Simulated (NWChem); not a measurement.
GeH3, doublet; SMILES [GeH3]

Computed with NWChem. Spin-unrestricted. In the optimisation the excess spin sits in a (C3, its own frame). No stability test was run on the SCF state. Each level has its own optimisation; frequencies are unscaled.

| level | r Ge–H (Å) | highest harmonic frequency (cm⁻¹) | lowest (cm⁻¹) | zero-point energy (kcal/mol) |
|---|---|---|---|---|
| UHF/3-21G | 1.535 | 2146 | 754 | 12.9 |
| BLYP/def2-SVP | 1.562 | 2035 | 698 | 12.0 |
| PBE/def2-SVP | 1.555 | ___ | ___ | 12.1 |
| CAM-B3LYP/def2-SVP | 1.539 | 2179 | 724 | 12.8 |
| PBE0/def2-SVP | 1.542 | 2153 | 696 | 12.6 |

Q: What belongs in the gaps?

A: 
- PBE/def2-SVP, highest harmonic frequency (cm⁻¹): 2076
- PBE/def2-SVP, lowest (cm⁻¹): 667
